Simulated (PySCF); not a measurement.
CH8FNSi2, SMILES NC[SiH2][SiH2]F.

Geometry: B3LYP-D3(BJ)/def2-SVP. The structure was generated by enumeration, and PubChem lists no compound with its InChIKey, so it may never have been made. One conformer was computed; it need not be the lowest.

Two levels are set side by side: PBE/def2-TZVP (PySCF) and B3LYP/def2-TZVP (PySCF). Same geometry, gas phase. Differences are taken from unrounded values.

| quantity | PBE |
|---|---|
| orbital gap (eV) | 3.87 |
| highest occupied level (eV) | -5.37 |
| lowest empty level (eV) | -1.50 |
| dipole moment (D) | 1.69 |
| mean polarisability (bohr³) | 82.6 |

These are the PBE values. What does B3LYP give? (Estimate from the structure and the level; the computed values follow.)


```csv
quantity,B3LYP,PBE minus B3LYP
orbital gap (eV),5.62,-1.75
highest occupied level (eV),-6.47,1.10
lowest empty level (eV),-0.85,-0.65
dipole moment (D),1.79,-0.10
mean polarisability (bohr³),78.5,4.0
```

Without exact exchange PBE keeps part of each electron's self-repulsion, which lifts occupied levels and narrows the gap. PBE's more diffuse valence density responds more strongly to a field. Differences between two approximate levels are no errors against the true value.

Rough cost on one machine, each run with all the roots and properties that it gave: B3LYP against PBE within a factor of 2.
